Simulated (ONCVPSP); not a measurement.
## Before and after: ONCV potential for manganese (Mn)

Mn, optimised norm-conserving Vanderbilt (ONCV), made with ONCVPSP 4.0.1 (PBE, scalar-relativistic). Core [Ne], reference 3s2 3p6 3d5 4s2. Waves: 3s+4s: rc 1.10 bohr, ncon 4, nbas 9, qcut 12.7 1/bohr, 3 projectors, debl 3.1 Ha; 3p: rc 0.90 bohr, ncon 4, nbas 9, qcut 8.8 1/bohr, 2 projectors, debl 3.1 Ha; 3d: rc 1.30 bohr, ncon 4, nbas 8, qcut 14.4 1/bohr, 2 projectors, debl 2.3 Ha. Local part: polynomial inside 0.60 bohr (lpopt 1, dvloc0 0 Ha). Core correction: polynomial model core, fcfact 0.3.

All-electron outer shells of the reference configuration (PBE, scalar-relativistic, ld1.x):

```
shell  level (eV)  outermost node (bohr)  outermost maximum (bohr)
   2p     -630.19                      –                      0.19
   3s      -85.88                   0.34                      0.74
   3p      -54.59                   0.31                      0.75
   3d       -6.77                      –                      0.76
   4s       -5.11                   1.05                      2.51
```

Change: d: qcut 9.9.

Cutoffs: the cutoffs (Ha) at which the residual kinetic energy of the hardest occupied pseudo-wave falls to 1 and 0.1 mHa per electron; they do not see the model core or the augmentation charge, which bear on the density cutoff. Errors are all-electron minus pseudo energies relative to the spin-unpolarised reference configuration.

Task: How do hardness, ghosts and transferability respond?

Result: The potential gets softer (66 Ha and 270 Ha → 51 Ha and 270 Ha); of the 4 tests that both files solve, the error grows in 2 and shrinks in 0 by more than 15 % and 0.3 meV (median size 0.2 → 0.8 meV); neither file shows a bound ghost. The waves are optimised to have the least kinetic energy above qcut, so the cutoff follows it (qcut²/2 in Ha).

| quantity | base | changed |
| --- | --- | --- |
| cutoff, loose | 66 Ha | 51 Ha |
| cutoff, tight | 270 Ha | 270 Ha |
| loose cutoff by channel | s 51 Ha, p 29 Ha, d 66 Ha | s 51 Ha, p 29 Ha, d 45 Ha |
| bound ghosts | none | none |
| GHOST(+) flags under 300 eV | none | none |
| error for 3s2 3p6 3d5 4s1, meV [ΔE 8.42 eV] | -0.3 | 0.0 |
| error for 3s2 3p6 3d5 4s0, meV [ΔE 24.02 eV] | +0.1 | +1.5 |
| error for 3s2 3p6 3d4 4s0, meV [ΔE 56.53 eV] | +2.5 | +9.7 |
| error for 3s2 3p6 3d5 4s1.5, meV [ΔE 3.36 eV] | -0.2 | -0.1 |
| s: phases at 1.12 bohr within 0.05 rad from the reference energy up to (Ha; the scan ends near 5) | to the end of the scan | to the end of the scan |
| p: phases at 0.92 bohr within 0.05 rad from the reference energy up to (Ha; the scan ends near 5) | to the end of the scan | to the end of the scan |
| d: phases at 1.32 bohr within 0.05 rad from the reference energy up to (Ha; the scan ends near 5) | to the end of the scan | to the end of the scan |
| rms error of d²Exc/dni dnj with the model core, mHa | 1.13 | 1.18 |
